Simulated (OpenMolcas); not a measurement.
**OpenMolcas run: Cr3+**

Input:

```
&GATEWAY
Coord
1

Cr 0.0 0.0 0.0
Basis=ANO-RCC-VTZP
Group=XYZ
NoMove
AngMom=0.0 0.0 0.0
AMFI
&SEWARD
* reference wave functions (RASSCF and RASSI steps not shown): 3 electrons in 10 orbitals (3d 4d)
>>> COPY JOB001 $Project.JobIph
&CASPT2
Multistate=10 1 2 3 4 5 6 7 8 9 10
Frozen=2 3
IPEA=0.0
Imaginary=0.1
MaxIter=60
WThr=0.0 0.3 0.05
PrWF=0.5
NoMix
>>> COPY JOB002 $Project.JobIph
&CASPT2
Multistate=40 1 2 3 4 5 6 7 8 9 10 11 12 13 14 15 16 17 18 19 20 21 22
23 24 25 26 27 28 29 30 31 32 33 34 35 36 37 38 39 40
Frozen=2 3
IPEA=0.0
Imaginary=0.1
MaxIter=60
WThr=0.0 0.3 0.05
PrWF=0.5
NoMix
```

Launched by
```bash
OMP_NUM_THREADS=1 MOLCAS_MEM=1689 MOLCAS_PROJECT=a pymolcas a.inp > a.log  # once for each step of the input, in one work folder
```

Output, cut to the results:

```
--- CASPT2 ---
Orbital specifications:
      -----------------------

      Symmetry species                           1   2
                                                ag  au
      Frozen orbitals                            2   3
      Inactive orbitals                          1   3
      Active orbitals                           10   0
      Secondary orbitals                        17  23
      Deleted orbitals                           0   0
      Number of basis functions                 30  29
Type of calculation                        MS-CASPT2
      Fock operator                              state-specific
      IPEA shift                                 0.00
      Real shift                                 0.00
      Imaginary shift                            0.10
      The input orbitals will be transformed to quasi-canonical
Reference energy:       -1047.7839105285
      E2 (Non-variational):      -0.3296164317
      Shift correction:          -0.0000714257
      E2 (Variational):          -0.3296878574
      Total energy:           -1048.1135983859
      Residual norm:              0.0000003561
      Reference weight:           0.95740
      Contributions to the CASPT2 correlation energy
      Active & Virtual Only:         -0.0116619238
      One Inactive Excited:          -0.1547954072
      Two Inactive Excited:          -0.1631591007
Reference energy:       -1047.7839105285
      E2 (Non-variational):      -0.3303083672
      Shift correction:          -0.0000721381
      E2 (Variational):          -0.3303805053
      Total energy:           -1048.1142910338
      Residual norm:              0.0000003845
      Reference weight:           0.95718
      Contributions to the CASPT2 correlation energy
      Active & Virtual Only:         -0.0117093089
      One Inactive Excited:          -0.1551701411
      Two Inactive Excited:          -0.1634289172
::    CASPT2 Root  1     Total energy:  -1048.11359839
::    CASPT2 Root  2     Total energy:  -1048.11429103
::    CASPT2 Root  3     Total energy:  -1048.11289149
::    CASPT2 Root  4     Total energy:  -1048.11519036
::    CASPT2 Root  5     Total energy:  -1048.11635035
::    CASPT2 Root  6     Total energy:  -1048.11585236
::    CASPT2 Root  7     Total energy:  -1048.11488203
::    CASPT2 Root  8     Total energy:  -1048.04934592
::    CASPT2 Root  9     Total energy:  -1048.04934592
::    CASPT2 Root 10     Total energy:  -1048.04934592
::    MS-CASPT2 Root  1     Total energy:  -1048.11649987
::    MS-CASPT2 Root  2     Total energy:  -1048.11603397
::    MS-CASPT2 Root  3     Total energy:  -1048.11528485
::    MS-CASPT2 Root  4     Total energy:  -1048.11475609
::    MS-CASPT2 Root  5     Total energy:  -1048.11429032
::    MS-CASPT2 Root  6     Total energy:  -1048.11348744
::    MS-CASPT2 Root  7     Total energy:  -1048.11272922
::    MS-CASPT2 Root  8     Total energy:  -1048.04934118
::    MS-CASPT2 Root  9     Total energy:  -1048.04933769
::    MS-CASPT2 Root 10     Total energy:  -1048.04933313
--- CASPT2 ---
Orbital specifications:
      -----------------------

      Symmetry species                           1   2
                                                ag  au
      Frozen orbitals                            2   3
      Inactive orbitals                          1   3
      Active orbitals                           10   0
      Secondary orbitals                        17  23
      Deleted orbitals                           0   0
      Number of basis functions                 30  29
Type of calculation                        MS-CASPT2
      Fock operator                              state-specific
      IPEA shift                                 0.00
      Real shift                                 0.00
      Imaginary shift                            0.10
      The input orbitals will be transformed to quasi-canonical
Reference energy:       -1047.7055400582
      E2 (Non-variational):      -0.3414608101
      Shift correction:          -0.0000808003
      E2 (Variational):          -0.3415416104
      Total energy:           -1048.0470816686
      Residual norm:              0.0000003708
      Reference weight:           0.95449
      Contributions to the CASPT2 correlation energy
      Active & Virtual Only:         -0.0149046816
      One Inactive Excited:          -0.1603656224
      Two Inactive Excited:          -0.1661905061
Reference energy:       -1047.7055400582
      E2 (Non-variational):      -0.3414016305
      Shift correction:          -0.0000807914
      E2 (Variational):          -0.3414824219
      Total energy:           -1048.0470224802
      Residual norm:              0.0000003770
      Reference weight:           0.95451
      Contributions to the CASPT2 correlation energy
      Active & Virtual Only:         -0.0149086342
      One Inactive Excited:          -0.1603347647
      Two Inactive Excited:          -0.1661582316
::    CASPT2 Root  1     Total energy:  -1048.04708167
::    CASPT2 Root  2     Total energy:  -1048.04702248
::    CASPT2 Root  3     Total energy:  -1048.04706285
::    CASPT2 Root  4     Total energy:  -1048.04703626
::    CASPT2 Root  5     Total energy:  -1048.04710048
::    CASPT2 Root  6     Total energy:  -1048.04703151
::    CASPT2 Root  7     Total energy:  -1048.04711213
::    CASPT2 Root  8     Total energy:  -1048.04710884
::    CASPT2 Root  9     Total energy:  -1048.04701375
::    CASPT2 Root 10     Total energy:  -1048.01900641
::    CASPT2 Root 11     Total energy:  -1048.01863154
::    CASPT2 Root 12     Total energy:  -1048.01848718
::    CASPT2 Root 13     Total energy:  -1048.01890065
::    CASPT2 Root 14     Total energy:  -1048.01746291
::    CASPT2 Root 15     Total energy:  -1048.01853285
::    CASPT2 Root 16     Total energy:  -1048.01804205
::    CASPT2 Root 17     Total energy:  -1048.01822501
::    CASPT2 Root 18     Total energy:  -1048.01832194
::    CASPT2 Root 19     Total energy:  -1048.01832245
...
```

Levels above the lowest, from the spin-orbit matrix with the single-state CASPT2 energies, averaged by term, on its diagonal:

```csv
Configuration,Term,J,E (eV),Measured (eV),g,Term weight %
3d3,4F,3/2,0.0000,0.0000,0.399,100
3d3,4F,5/2,0.0308,0.0292,1.029,100
3d3,4F,7/2,0.0728,0.0689,1.239,100
3d3,4F,9/2,0.1252,0.1172,1.334,100
3d3,4P,1/2,1.819,1.7431,2.661,100
3d3,4P,3/2,1.832,1.7577,1.730,99
3d3,4P,5/2,1.870,1.7942,1.601,100
3d3,2G,7/2,1.887,1.8662,0.889,100
3d3,2G,9/2,1.933,1.9096,1.110,99
3d3,2P,1/2,2.453,2.4201,0.675,100
3d3,2P,3/2,2.455,,1.222,77
3d3,2D(1),3/2,2.625,2.5603,0.917,78
3d3,2D(1),5/2,2.642,2.5620,1.201,100
3d3,2H,9/2,2.676,2.6118,0.910,99
3d3,2H,11/2,2.712,2.6434,1.091,100
3d3,2F,7/2,4.372,4.2604,1.143,100
3d3,2F,5/2,4.391,4.2844,0.857,100
3d3,2D(2),5/2,6.873,6.5681,1.200,100
3d3,2D(2),3/2,6.893,6.5888,0.800,100
```

Against the 17 measured excited levels shown (Sugar and Corliss, J. Phys. Chem. Ref. Data 6, 317 (1977)) the mean absolute deviation is 670 cm-1; the largest miss in energy is 3d3 2D 5/2(2): computed 6.873, measured 6.5681 eV (+4.6 %), and the largest in proportion 3d3 4F 9/2 (+6.8 %).

Term energies are means over components that CASPT2 splits; among the terms shown or strongly mixed into the levels shown the widest spread is 760 cm-1 (3d3 4F). Active for correlation alone: 4d; no level in the range computed is led by a configuration that fills it, so any true level of that kind is missing. Computed and measured levels are paired by configuration, term and J; levels that our copy of the source lacks, or whose pairing is in doubt (as where it misses far off the trend of its configuration), stay unpaired and out of the deviations. Levels of configurations outside the active space are missing. The first state left out of the spin-orbit step lies near 270000 cm-1 above the lowest spin-free state of the reference (among the parities and spins computed), and the list stops at four fifths of that energy or lower.

The CASPT2 steps took 3.7 min on 1 thread of Intel(R) Xeon(R) 6975P-C (Granite Rapids), with other jobs on the host; the integral step is not counted.

The term weight is that of the spin-free term in the level, not the purity of its configuration. A number in round brackets counts repeated terms of one configuration in the order of the reference energies.
